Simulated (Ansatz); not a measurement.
Isolated molecules relaxed with PBE0-D4/def2-TZVP in Ansatz; ΔE leaves out vibrations. CBS: MP2 limit from def2 TZ/QZ plus the TZ coupled-cluster correction, frozen cores. This one scheme is used for every species. Functionals use def2-TZVPP. B3LYP here is the variant with VWN-RPA as its local correlation; programs differ in this. Each species was taken in one conformer, which may not be the lowest.

Consider the formal exchange of groups at the Si–Si bond: `O[SiH](O)[SiH2][SiH3]` + `C=O` → `O=C[SiH](O)O` + `[SiH3][SiH3]`.

`O[SiH](O)[SiH2][SiH3]`:

```xyz
13

O    -0.298   -2.404   -1.648
Si   -0.257   -1.475   -0.288
O     1.156   -1.623    0.546
Si   -0.401    0.822   -0.727
Si    0.105    2.050    1.197
H     0.294   -2.165   -2.363
H    -1.396   -1.996    0.511
H     1.371   -2.483    0.913
H     0.555    1.180   -1.816
H    -1.774    1.154   -1.203
H     1.524    1.828    1.579
H    -0.767    1.606    2.318
H    -0.112    3.506    0.981
```

`C=O`:

```xyz
4

C     0.001   -0.003    0.004
O    -0.232    0.641   -0.976
H    -0.777   -0.219    0.764
H     1.008   -0.419    0.208
```

`O=C[SiH](O)O`:

```xyz
9

O     1.299    0.798   -1.430
C     0.152    0.870   -1.046
Si   -0.470   -0.465    0.199
O    -0.978    0.214    1.597
O     0.849   -1.410    0.375
H    -0.486    1.705   -1.414
H    -1.643   -1.201   -0.315
H    -0.319    0.586    2.186
H     1.595   -1.099   -0.153
```

`[SiH3][SiH3]`:

Z-matrix (Å, degrees):
```
Si
Si 1 2.338
H 1 1.488 2 110.3
H 1 1.488 2 110.3 3 120.0
H 1 1.488 2 110.3 3 -120.0
H 2 1.488 1 110.3 3 59.9
H 2 1.488 1 110.3 3 179.9
H 2 1.488 1 110.3 3 -60.1
```

Problem. Is it downhill or uphill in electronic energy at CCSD(T)/CBS, and by how much? (Best estimate.)

Solution. Computed: Uphill: ΔE = +6.9 kJ/mol.

Problem. What do these levels give: B3LYP-D4, ωB97X-V, B2PLYP, CCSD/def2-TZVPP, HF/CBS(def2), CCSD/CBS(def2)? (Estimate.)

Solution. Computed: B3LYP-D4 8.3, ωB97X-V 6.5, B2PLYP 3.5, CCSD/def2-TZVPP 5.8, HF/CBS(def2) -2.3, CCSD/CBS(def2) 6.0 kJ/mol.

Largest T1 diagnostic among the species: 0.015.

In def2-TZVPP, CCSD(T) changes the Hartree–Fock value by +8.4 kJ/mol (the triples alone add +0.9 kJ/mol) and MP2 by +7.4 kJ/mol. The D4 term adds +5.1 kJ/mol with B3LYP and +3.3 kJ/mol with PBE0; it sums over pairs of atoms, weighted by their polarisabilities, and B3LYP, whose exchange is more repulsive, gets the larger term.
